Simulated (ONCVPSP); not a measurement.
nickel (Ni), ONCV: configuration errors across variants

Ni (Z = 28), optimised norm-conserving Vanderbilt (ONCV), made with ONCVPSP 4.0.1 (PBEsol, fully relativistic). Core [Ne] 3s2, reference 3p6 3d8 4s1 4p1. Waves: 4s: rc 2.00 bohr, ncon 4, nbas 8, qcut 3.6 1/bohr, 1 projector; 3p+4p: rc 1.40 bohr, ncon 3, nbas 6, qcut 10.5 1/bohr, 2 projectors; 3d: rc 1.65 bohr, ncon 4, nbas 9, qcut 11.3 1/bohr, 2 projectors, debl 2.5 Ha. Local part: polynomial inside 0.85 bohr (lpopt 5, dvloc0 3 Ha). Core correction: none.

Open shells are filled in proportion to 2j + 1.

All-electron excitation energies from the reference (eV): (1) 3p6 3d8 4s2 4p0 -4.630; (2) 3p6 3d8 4s1 4p0 4.707; (3) 3p6 3d8 4s0 4p0 21.969; (4) 3p6 3d8 4s1.5 4p0 -0.902.

4 further variants failed, have other tests or too few solved ones, and are left out.

A true bound ghost makes a file unfit for plane-wave use even where its test errors are small: the radial tests pick states by their node count and pass the ghost by.

Errors AE − PS in meV (a dash: test not solved or not reliable):

```tsv
change	(1)	(2)	(3)	(4)	bound ghosts	GHOST(+) flags above zero
base	-4.1	+1.2	-1.9	-1.2	s	none
s: qcut 2.1	-2.4	+1.0	+3.0	-1.1	s	none
s: qcut 2.5	-2.9	+1.0	+1.5	-1.1	s	none
s: qcut 2.9	-3.4	+1.1	0.0	-1.2	s	none
s: qcut 3.9	-4.2	+1.2	-2.4	-1.2	s	none
```

(1) Give the same row for: s: qcut 3.2.

## Answers

(1) -3.7, +1.1, -0.9, -1.2; bound ghosts: s; GHOST(+) flags above zero: none.
